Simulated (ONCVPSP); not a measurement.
Building the ONCV potential for ruthenium (PW91, scalar-relativistic).

| Property | Result |
| --- | --- |
| Element | Ru (Z = 44) |
| Generator | ONCVPSP 4.0.1 |
| Type | optimised norm-conserving Vanderbilt (ONCV) |
| Functional | PW91 |
| Relativity | scalar-relativistic |
| Frozen core | [Ar] 3d10 |
| Valence charge | 16 |
| Reference configuration | 4s2 4p6 4d6.5 (charge +1.5) |
| Partial waves | 4s: rc 1.05 bohr, ncon 4, nbas 7, qcut 5.6 1/bohr, 1 projector; 4p: rc 1.70 bohr, ncon 3, nbas 8, qcut 8.1 1/bohr, 1 projector; 4d: rc 2.30 bohr, ncon 4, nbas 9, qcut 7.9 1/bohr, 1 projector |
| Local potential | polynomial inside 0.85 bohr (lpopt 5, dvloc0 0 Ha) |
| Core correction | Teter function, fcfact 4.75, rcfact 1.05 |

**Question.** Does the generator finish with these settings?

**Answer.** Yes, a potential is produced and its reference levels are reproduced.

**Question.** Estimate the cutoffs (Ha) at which the residual kinetic energy of the hardest occupied pseudo-wave falls to 1 and 0.1 mHa per electron.

**Answer.** 104 Ha and 120 Ha.

**Question.** What does a ghost test show?

**Answer.** Ghosts flagged at negative energy: s at -102.1 eV; no localised positive-energy state flagged. A true bound ghost makes a file unfit for plane-wave use.

**Question.** Which valence shell sets the plane-wave cutoff?

**Answer.** 4s: 104 Ha for 1 mHa per electron, against 19 Ha for 4d.

Its largest configuration-test error is +0.7 meV (4s2 4p6 4d6). 2 of 4 tests not solved or not reliable.
